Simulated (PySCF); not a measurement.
Cl3W, neutral, multiplicity 4. Atoms are numbered in the order given.

```xyz
4

W      0.0000     0.0000     0.0000
Cl     2.2821     0.0000     0.0000
Cl    -1.1410    -1.9763     0.0000
Cl    -1.1410     1.9763     0.0000
```
Charge 0, spin multiplicity 4.

Geometry optimised at B3LYP-D3(BJ)/def2-SVP. The spin state was assumed, not searched. The def2 effective core potentials stand for the cores of W; spin–orbit coupling is left out.

Calculation: M06-2X/def2-TZVPD (PySCF).

Mulliken values depend strongly on the basis, most of all with diffuse functions as here. ESP charges are fitted to the potential on shells at 1.4 to 2.0 van der Waals radii. Atomic charges (e):

```json
[
 {"atom": "W1", "Mulliken": "1.08", "ESP fit": "0.36", "Mulliken spin": "2.96"},
 {"atom": "Cl2", "Mulliken": "-0.36", "ESP fit": "-0.12", "Mulliken spin": "0.01"},
 {"atom": "Cl3", "Mulliken": "-0.36", "ESP fit": "-0.12", "Mulliken spin": "0.01"},
 {"atom": "Cl4", "Mulliken": "-0.36", "ESP fit": "-0.12", "Mulliken spin": "0.01"}
]
```
